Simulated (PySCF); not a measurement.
Compound: CH4B3NO3.
Cartesian coordinates in Å at the PBE0-D3(BJ)/def2-SVP level; atoms count from 1:
```xyz
12
CH4B3NO3 angstrom
N      2.5054    1.2297   -0.1232
C      1.9377    0.0927   -0.2278
B      0.3772   -0.0291   -0.0547
O     -0.4088    1.0643    0.1890
B     -1.7616    0.9312    0.3399
O     -2.3321   -0.3137    0.2393
B     -1.5608   -1.4178   -0.0062
O     -0.2056   -1.2715   -0.1520
H      3.5197    1.1413   -0.2590
H      2.5001   -0.8405   -0.4364
H     -2.4486    1.8925    0.5588
H     -2.0661   -2.5050   -0.0924
```

The closed-shell ground state was solved at several levels (PySCF, density fitting, gas phase, non-relativistic).

```
           level  basis functions  HOMO (eV)  LUMO (eV)  gap (eV)  dipole (D)
 B3LYP/def2-SVPD              201      -7.56      -2.20      5.36        1.83
wB97X-D/pcSseg-2              344      -9.72      -0.03      9.69        1.86
     B3LYP/pcJ-1              256      -7.46      -2.06      5.40        1.87
```

(1) Estimate the row for PBE0/pcSseg-1, a basis of 156 functions; the other rows only guide the guess.

(2) Over all these levels, which gives the widest orbital gap and which the narrowest?

(3) How far do the dipole and the HOMO energy spread over the levels?

Results:

(1) HOMO -7.72 eV, LUMO -1.86 eV, gap 5.86 eV, dipole 1.88 D.

(2) wB97X-D/pcSseg-2 (range-separated hybrid) has the widest, 9.69 eV, and B3LYP/def2-SVPD (global hybrid, 20 % exact exchange) the narrowest, 5.36 eV. Functional and basis both differ between the two, so the spread mixes both effects.

(3) The dipole runs from 1.83 to 1.88 D (mean 1.86 D) and the HOMO from -9.72 to -7.46 eV.

One conformer stands for the species.
